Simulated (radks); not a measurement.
The cadmium ion Cd30+, 18 electrons, occupied as [Ar].

Method: scalar-relativistic Kohn-Sham, r2SCAN, spin-unpolarised, spherical densities, finite nucleus; meta-GGA in the generalised Kohn-Sham scheme; Fermi nuclear charge, rms radius 4.6087 fm; computed with a radial shooting solver on a logarithmic mesh with Libxc functionals.

Energy parts (hartree):
| part | energy |
|---|---|
| total | -4953.28874 |
| kinetic | 5180.29118 |
| electron-nucleus | -10901.75417 |
| Hartree | 873.08347 |
| exchange-correlation | -104.90923 |

Orbitals (lengths in bohr, moments of r in powers of bohr; r(max) is where P^2 peaks):
| orbital | occ. | eigenvalue (hartree) | r(max) |
|---|---|---|---|
| 1s | 2 | -1031.596 | 0.01968 |
| 2s | 2 | -199.3107 | 0.1107 |
| 2p | 6 | -184.6816 | 0.08864 |
| 3s | 2 | -72.37946 | 0.3052 |
| 3p | 6 | -67.59257 | 0.2949 |
| 3d | 0 | -61.28430 | 0.2381 |
| 4s | 0 | -35.90929 | 0.6258 |

The highest occupied level is 3p at -1839.3 eV. For comparison, the ionisation energy in NIST's Atomic Spectra Database is 1852 eV (semi-empirical). In exact Kohn-Sham theory the highest level is minus the ionisation energy, but local and semilocal functionals leave it too shallow, through self-interaction and a potential that decays too fast; potentials with the right tail come closer. The electron density at the nucleus is 1.64e+05 e/bohr^3 (large components only). Summed over all electrons, <r^2> = 1.075 bohr^2, which gives a Langevin (diamagnetic) susceptibility term of -0.851 x 10^-6 cm^3/mol. The density falls to 0.001 e/bohr^3 at r = 0.92 bohr.
